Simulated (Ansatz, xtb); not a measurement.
## C3H10BN3: which of two isomers lies lower

Structure I is `CNB1NCCN1`, a singlet and structure II is `NC1CNBNC1`, a singlet. Both are isolated molecules in the gas phase, relaxed with r2SCAN-D4/def2-SVP; the shapes shown needn't be the lowest conformers.

I (Å):

```yaml
atoms:
  - { symbol: C, position_ang: [-0.6694, -0.4969, 1.7777] }
  - { symbol: C, position_ang: [0.1107, -0.1926, -3.0160] }
  - { symbol: C, position_ang: [0.9339, -1.3078, -2.3530] }
  - { symbol: B, position_ang: [-0.2102, -0.1031, -0.6908] }
  - { symbol: N, position_ang: [-0.7076, 0.2999, 0.5772] }
  - { symbol: N, position_ang: [-0.2159, 0.6847, -1.8993] }
  - { symbol: N, position_ang: [0.3705, -1.3839, -1.0107] }
  - { symbol: H, position_ang: [-0.6055, -1.5635, 1.5107] }
  - { symbol: H, position_ang: [-1.5888, -0.3775, 2.3776] }
  - { symbol: H, position_ang: [0.1883, -0.2680, 2.4429] }
  - { symbol: H, position_ang: [-1.0116, 1.2572, 0.7067] }
  - { symbol: H, position_ang: [-0.8863, 1.4213, -2.0850] }
  - { symbol: H, position_ang: [-0.7970, -0.6280, -3.4869] }
  - { symbol: H, position_ang: [0.6836, 0.3142, -3.8136] }
  - { symbol: H, position_ang: [2.0076, -1.0219, -2.3391] }
  - { symbol: H, position_ang: [0.8538, -2.2577, -2.9119] }
  - { symbol: H, position_ang: [0.8743, -1.9549, -0.3428] }
```

II (Å):

| atom | x (Å) | y (Å) | z (Å) |
| --- | --- | --- | --- |
| C | -0.7887 | 1.3246 | -0.2127 |
| C | 0.1335 | 1.6578 | -1.4022 |
| C | -0.3097 | 0.0382 | 0.4677 |
| B | 0.0517 | -0.8111 | -1.8702 |
| N | -2.1957 | 1.1692 | -0.5585 |
| N | 0.2272 | 0.5262 | -2.3048 |
| N | -0.2552 | -1.0410 | -0.5050 |
| H | -2.4911 | 1.9279 | -1.1736 |
| H | -2.3041 | 0.3099 | -1.1003 |
| H | -0.6980 | 2.1486 | 0.5187 |
| H | 1.1288 | 1.9649 | -1.0169 |
| H | -0.2784 | 2.5393 | -1.9287 |
| H | 0.4718 | 0.7336 | -3.2638 |
| H | 0.1376 | -1.7321 | -2.6500 |
| H | -0.3712 | -1.9782 | -0.1436 |
| H | 0.6778 | 0.2190 | 0.9374 |
| H | -1.0189 | -0.2065 | 1.2760 |

Energies in hartree; the thermal terms are from GFN2-xTB frequencies at re-optimised GFN2-xTB minima (ideal gas, soft modes damped towards free rotors, one conformer each, 298.15 K, 1 atm) and include the zero-point energy:

```
                              I           II
E, CCSD(T)/def2-SVP  −308.437771  −308.414285
    E, MP2/def2-SVP  −308.337744  −308.313813
  E, MP2/def2-TZVPP  −308.914410  −308.890824
  zero-point energy     0.143921     0.145043
       H(298 K) − E     0.153342     0.153231
       G(298 K) − E     0.111080     0.114482
```

Task: Correct the CCSD(T) difference for the basis set by the MP2 change, then work out ΔE, ΔE₀, ΔH and ΔG for I → II in kJ/mol (1 Eh = 2625.50 kJ/mol) and the equilibrium ratio [II]/[I].

Result: 1. Differences II − I: CCSD(T) +0.023486, MP2 in the small set +0.023931, MP2 in the large set +0.023586 Eh.
2. ΔE = +0.023486 + (+0.023586 − (+0.023931)) = +0.023141 Eh = +60.76 kJ/mol.
3. ΔE₀ = ΔE + ΔZPE = +0.023141 + (+0.001122) Eh = +63.70 kJ/mol.
4. ΔH = ΔE + (−0.000111) Eh = +60.47 kJ/mol.
5. ΔG = ΔE + (+0.003402) Eh = +69.69 kJ/mol, so ΔS = (ΔH − ΔG)/T = −30.9 J/(mol K).
6. kT = 0.9442 mEh, so K = [II]/[I] = exp(−ΔG/kT) = exp(−28.11) ≈ 6.2 × 10^−13.

Structure I is favoured at this temperature. An error of 4 kJ/mol in ΔG would change K by a factor of 5. Mirror images and further conformers aren't counted.

As drawn, II has 1 C–C, 1 N–H, 1 B–H in place of 1 B–N, 2 C–H. Structure I has a 5-membered ring, II a 6-membered ring.

Other levels gave ΔE = +29.9 (GFN2-xTB); +95.5 (HF/STO-3G, GFN2-xTB geometries); +62.1 (r2SCAN-D4/def2-SVP//GFN2-xTB); +65.8 (r2SCAN-D4/def2-SVP); +82.8 (HF/def2-SVP); +62.8 (MP2/def2-SVP); +61.7 (CCSD(T)/def2-SVP) kJ/mol. The correlated steps freeze 7 core orbitals. Programs: Ansatz 0.2.0, xtb 6.7.1.
